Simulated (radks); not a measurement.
Problem. These are the eigenvalues of the occupied orbitals of an atom or ion with whole-number occupations (hartree). Method: non-relativistic Kohn-Sham, PBEsol, spin-unpolarised, spherical densities, point nucleus; computed with a radial shooting solver on a logarithmic mesh with Libxc functionals.

1s: -542.5496
2s: -72.43144
2p: -65.88388
3s: -11.61362
3p: -9.24956
3d: -4.98224
4p: -1.42741
4d: -0.59373

Which element is it, and in what charge state? The configuration may be excited.

Solution. Z = 37, rubidium, charge +2: Rb2+ in [Ar] 3d10 4p5 4d2. The list shows which subshells hold electrons but not how many an open one holds; the 1s level, -542.55 hartree, gives Z - s = 32.9 by -(Z - s)^2/2, which with screening narrows Z to a few neighbours, and the depths of the outer levels then fix element, charge and occupations together.
